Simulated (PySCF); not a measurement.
LDA on Mg⁺ (magnesium, charge +1)

Configuration: [Ne] 3d1, 2D determinant (an excited configuration). Computed with PySCF 2.14 in dyall-av3z, with the spin-free X2C one-electron Hamiltonian (Gaussian nucleus).

```json
{
  "Total energy": "-198.8345 hartree",
  "One-electron energy": "-274.0745 hartree",
  "Hartree (Coulomb) energy": "90.4780 hartree",
  "Exchange-correlation energy": "-15.2380 hartree",
  "⟨S²⟩": "0.7500",
  "⟨L²⟩": "6.000",
  "Sum of ⟨r⟩": "10.15 bohr",
  "Sum of ⟨r²⟩": "26.09 bohr²",
  "Traceless quadrupole moment −½Σ⟨3z² − r²⟩ along its main axis": "6.07 e·bohr²",
  "Langevin diamagnetic susceptibility": "-20.7 ×10⁻⁶ cm³/mol"
}
```

```
shell  electrons  mean orbital energy (eV)  spread (eV)  rms radius, mean of both spins (bohr)
 1s β          1                   -1266.6            0                                  0.152
 1s α          1                   -1266.6            0                                  0.152
 2s α          1                   -92.438            0                                  0.766
 2s β          1                   -92.425            0                                  0.766
 2p α          3                   -59.843        0.053                                  0.775
 2p β          3                   -59.824        0.072                                  0.775
 3d α          1                    -4.540            0                                   4.61
```

The outer electron is Rydberg-like, and this basis confines it to a smaller radius and binds it less than a complete one would.
